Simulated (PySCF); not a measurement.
GaF2Cl, SMILES [F][Ga]([F])[Cl]. Geometry: ωB97X-D3(BJ)/def2-SVP.

Method: PySCF with ωB97X-D3(BJ)/def2-SVP.

Harmonic wavenumbers (cm⁻¹): 151, 184, 193, 458, 723, 771. Rotational constants (GHz): 6.051, 2.872, 1.948; symmetry number 2.

**Question.** Work out the zero-point energy and the ideal-gas rigid-rotor harmonic-oscillator thermochemistry at 298.15 K and 1 atm.

**Answer.** ZPE = ½ Σ hcν = ½ × 2481 cm⁻¹ = 14.84 kJ/mol. H − E(el) = 30.65 kJ/mol. Entropy in J/(mol K): translation 170.66, rotation 105.76, vibration 35.24, total 311.66. G − E(el) = -62.27 kJ/mol. Cp = 68.57 J/(mol K).
